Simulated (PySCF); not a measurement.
Tc⁺ (technetium, charge +1) across methods

[Kr] 4d5 5s1, high-spin 7S determinant. Calculation: PySCF 2.14, in def2-TZVPPD with the def2 core potential (28 electrons) (6s4p3d2f1g, 56 functions); a scalar-relativistic core potential. The B2PLYP total includes its PT2 part (frozen core); its orbital energies are those of the SCF part.

| method | E (hartree) | mean ε 4p β (eV) | mean ε 4d α (eV) | mean ε 5s α (eV) | Σ⟨r²⟩ (bohr²) | ⟨S²⟩ |
| --- | --- | --- | --- | --- | --- | --- |
| PBE0 | -80.4472 | -53.982 | -17.019 | -12.912 | 38.68 | 12.000 |
| M06 | -80.3951 | -53.948 | -16.744 | -12.637 | 38.82 | 12.000 |
| LDA | -80.2553 | -51.727 | -15.409 | -12.548 | 38.97 | 12.000 |
| B2PLYP | -80.2701 | -56.174 | -18.490 | -13.382 | 38.77 | 12.000 |
| PBE | -80.4597 | -51.673 | -15.323 | -12.253 | 38.83 | 12.000 |
| M06-L | -80.4722 | -52.110 | -15.411 | -11.994 | 38.45 | 12.000 |
| TPSSh | -80.4249 | -52.775 | -15.975 | -12.404 | 38.74 | 12.000 |
| UHF | -79.90906 | -59.600 | -21.492 | -14.482 | 38.89 | 12.001 |

Question: Estimate the same row for r2SCAN.

Answer: E (hartree) = -80.5010; mean ε 4p β (eV) = -52.333; mean ε 4d α (eV) = -15.778; mean ε 5s α (eV) = -12.562; Σ⟨r²⟩ (bohr²) = 38.51; ⟨S²⟩ = 12.001.

Energies and moments cover only the electrons outside the core potential.
